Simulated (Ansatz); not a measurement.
`C[O][W](=[O])(=[O])[F]` → `[CH2]` (triplet) + `[O]=[W](=[O])([OH])[F]` at 298.15 K and 1 bar (formal loss of a carbene).

Isolated molecules relaxed with PBE0-D4/def2-TZVP in Ansatz; ΔE leaves out vibrations. CCSD(T)/CBS adds triple-zeta CCSD(T) − MP2 to the extrapolated MP2 energy (def2 sets, frozen cores). This one scheme is used for every species. Triplets are unrestricted, without spin–orbit coupling. Elements past krypton have def2 core potentials. For W outer-core shells are correlated without core-valence functions, which leaves a few kJ/mol of doubt a bond. Each species was taken in one conformer, which may not be the lowest.

| species | CCSD(T)/CBS energy (Eh) | H − E (kJ/mol) | S (J/(mol·K)) |
| --- | --- | --- | --- |
| `C[O][W](=[O])(=[O])[F]` | -432.30984 | 156.3 | 387.5 |
| `[CH2]` (triplet) | -39.09499 | 55.4 | 195.3 |
| `[O]=[W](=[O])([OH])[F]` | -393.06556 | 76.1 | 335.4 |

H − E and S are ideal-gas, rigid-rotor, harmonic terms from PBE0-D4/def2-TZVP, for one conformer and one mirror image of each species, with the whole ground term of open shells counted as degenerate. 1 Eh = 2625.50 kJ/mol, R = 8.31446 J/(mol·K).

Q: By hand: ΔE, ΔH, ΔS and ΔG.

A: ΔE = (-39.09499) + (-393.06556) − (-432.30984) = 0.14929 Eh = 392.0 kJ/mol. Δ(H − E) = 55.4 + 76.1 − 156.3 = -24.8, so ΔH = 367.2 kJ/mol. ΔS = 195.3 + 335.4 − 387.5 = 143.2 J/(mol·K). ΔG = 367.2 − 298.15 × (143.2)/1000 = 324.5 kJ/mol.

Q: By hand: the equilibrium constant, and the temperature at which ΔG would vanish if ΔH and ΔS stayed fixed.

A: log₁₀ K = −ΔG/(RT ln 10) = -56.8. ΔG = 0 at ΔH/ΔS = 2564 K, far beyond where these terms or the molecules hold.

The number of gas molecules changes by +1, which sets the sign of ΔS. A doubt of 5 kJ/mol in ΔE shifts log₁₀ K by 0.9 here. Other conformers and mirror images would add mixing entropy, several J/(mol·K) or more a flexible species. Modes under 60 cm⁻¹, often nearly free rotors, make the harmonic entropy too high. A triplet takes part, so the spin changes. These are equilibria of isolated gas molecules and say nothing of rates. Largest T1 diagnostic: 0.023 (customary marks: 0.02 for closed shells, 0.045 for open ones).
